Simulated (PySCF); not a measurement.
**Spinor energies of Tb+ (terbium, charge +1)**

Start: [Xe] 4f9 6s1; 4f5/2 filled at m_j = -5/2, -3/2, -1/2, +1/2, +3/2, +5/2; 4f7/2 filled at m_j = +3/2, +5/2, +7/2; 6s1/2 filled at m_j = +1/2. Calculated with PySCF 2.14 in x2c-TZVPPall-2c (11s11p10d4f2g, 140 functions): generalised Hartree-Fock with the X2C-1e Hamiltonian and a Gaussian nucleus; one run each with spin-orbit coupling (SO) switched off, then screened by Boettger's factors.

```
spinor shell  electrons  ε, spin-free (eV)  ε, screened SO (eV)  weight of nominal j (screened SO)  rms radius, screened SO (bohr)
       1s1/2          2           -52262.3             -52252.0                              1.000                          0.0245
       2s1/2          2            -8791.0              -8787.8                              1.000                          0.0989
       2p1/2          2            -7807.5              -8334.3                              1.000                          0.0846
       2p3/2          4            -7807.5              -7583.0                              1.000                          0.0911
       3s1/2          2            -2005.7              -2004.6                              1.000                           0.255
       3p1/2          2            -1696.2              -1807.3                              1.000                           0.246
       3d3/2          4            -1291.5              -1312.2                              0.998                           0.232
       3d5/2          6            -1291.5              -1276.8                              0.999                           0.236
       4s1/2          2            -425.70              -425.38                              1.000                           0.576
       4p1/2          2            -321.28              -347.45                              0.986                           0.592
       4p3/2          4            -321.28              -309.79                              0.993                           0.621
       4d3/2          4            -174.76              -182.94                              0.791                           0.671
       4d5/2          6            -174.76              -169.06                              0.861                           0.679
       5s1/2          2            -64.100              -64.051                              1.000                            1.44
       5p1/2          2            -36.908              -40.732                              0.937                            1.62
       5p3/2          4            -36.908              -35.239                              0.969                            1.74
       4f5/2          6            -19.966              -19.585                              0.722                           0.976
       4f7/2          3            -19.966              -20.565                              0.806                           0.966
       6s1/2          1            -10.728              -10.731                              1.000                            4.21
```

Task: Where does 3p3/2 lie, and what is the 3p spin-orbit splitting (screened SO)?

Result: At -1648.2 eV, 159.06 eV above 3p1/2.

```tsv
quantity	spin-free	screened SO
E (hartree)	-11700.47356	-11708.58541
M_J	8	8
⟨J²⟩	72.017	72.024
⟨L²⟩	30.010	30.552
⟨S²⟩	12.007	11.853
```

Each row is a mean over spinors that exchange with the open shell spreads, by up to 15.224 eV (4d5/2).

Rows whose weight is well below 1 are mixtures of j = l ± 1/2: exchange outweighs spin-orbit coupling there, and the label is only the starting occupation.

Breit and QED terms are absent; they matter most for the inner s and p1/2 levels.

Densities and radii are taken from the X2C orbitals without a picture-change correction, which distorts them close to the nucleus.

Without spin-orbit coupling the j labels of p, d and f shells carry no meaning; the spin-free column gives the mean over the occupied spinors of each nl shell.
